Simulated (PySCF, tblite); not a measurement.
Isomers of C7H13NSi2, one GFN2-xTB conformer each. Single-point energies are computed at PBE0/pcSseg-1 (PySCF, gas phase, no added dispersion term), electronic only.

Question: Rank them by PBE0/pcSseg-1 energy, lowest first (kcal/mol).
A. `[CH3:1][C:2]#[C:3][CH2:4][CH2:5][CH2:6][SiH2:7][SiH2:8][C:9]#[N:10]` with C3–C4–C5–C6 65°, C4–C5–C6–Si7 -167°, C5–C6–Si7–Si8 64°, C6–Si7–Si8–C9 42°
B. `[CH:1]#[C:2][CH2:3][C@@:4]([CH3:5])([C:6]#[CH:7])[N:8]([SiH3:9])[SiH3:10]` with C2–C3–C4–C5 -179°, C3–C4–N8–Si9 44°

Answer: A (0.0), B (44.8).

As drawn, the lower has a C≡N group, an Si–Si bond and an Si–C bond, which the higher lacks. GFN2-xTB itself gives, in the same order: 23.2, 0.0. GFN2-xTB puts C#CC[C@@](C)(C#C)N([SiH3])[SiH3] lowest instead.

Q: Which frontier levels, dipoles and rotational constants go with these structures?

A: 
| SMILES | HOMO (eV, PBE0/pcSseg-1) | LUMO (eV) | dipole (D) | A, B, C (MHz) |
| --- | --- | --- | --- | --- |
| CC#CCCC[SiH2][SiH2]C#N | -7.09 | -0.71 | 3.32 | 1044, 679.9, 454.2 |
| C#CC[C@@](C)(C#C)N([SiH3])[SiH3] | -6.93 | 0.13 | 1.06 | 1047, 935.6, 793.6 |

Q: What happens when harmonic zero-point energies from GFN2-xTB frequencies are added?

A: 
| SMILES | ZPE (kcal/mol) | electronic (kcal/mol) | with ZPE (kcal/mol) |
| --- | --- | --- | --- |
| CC#CCCC[SiH2][SiH2]C#N | 107.2 | 0.0 | 0.0 |
| C#CC[C@@](C)(C#C)N([SiH3])[SiH3] | 103.0 | 44.8 | 40.5 |

The zero-point energies span 4.2 kcal/mol. The order is unchanged.
